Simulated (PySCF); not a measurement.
SMILES N[Se]I at its B3LYP/def2-SVP optimised geometry (Å):

```
5

Se    -1.0529    -1.1270     0.0000
I      1.5821    -1.1270     0.0000
N     -1.5821     0.5931     0.0000
H     -1.3977     1.1270    -0.8471
H     -1.3984     1.1268     0.8475
```

Method: PySCF with B3LYP/def2-TZVP, def2 effective core potentials past Kr. The core electrons that the potentials of I replace are not part of the density. Cells within 0.4 Å of a nucleus heavier than hydrogen are left out (blank, or x).

Map of the LUMO amplitude (bohr^(-3/2)) on the plane z = 0.0 Å; orbital energy -2.85 eV, overall sign arbitrary:

```
|444444444444444444444444444|
|444444444444444444444444444|
|444444444444444444444444444|
|444444444444444444444444444|
|444444444444444444444444444|
|444444444444444444444444444|
|444444444444444444444444444|
|444455544444444444444444444|
|444555554433444444444444444|
|444555664333344444444444444|
|44455678x223344444444444444|
|4445568xxx23344434444555544|
|4444556xx134444333345555554|
|444444543345554322345555555|
|444443333467754322346666555|
|444333222469864212446776655|
|443332102xx8974216xx5877655|
|443322002xx697411xxx5877655|
|443322101458864213546776655|
|443332111357754211346666555|
|443332222345554322345665555|
|444333333344544333345555555|
|444433333444444433444555554|
|444444334444444444444455444|
|444444444444444444444444444|
|444444444444444444444444444|
|444444444444444444444444444|
```
Scale: ten equal steps from -0.148 (start of '0') to 0.175 (end of '9'), in the order '0123456789'; x runs from -4.00 to 4.00, y from -4.00 (bottom) to 4.00 (top).
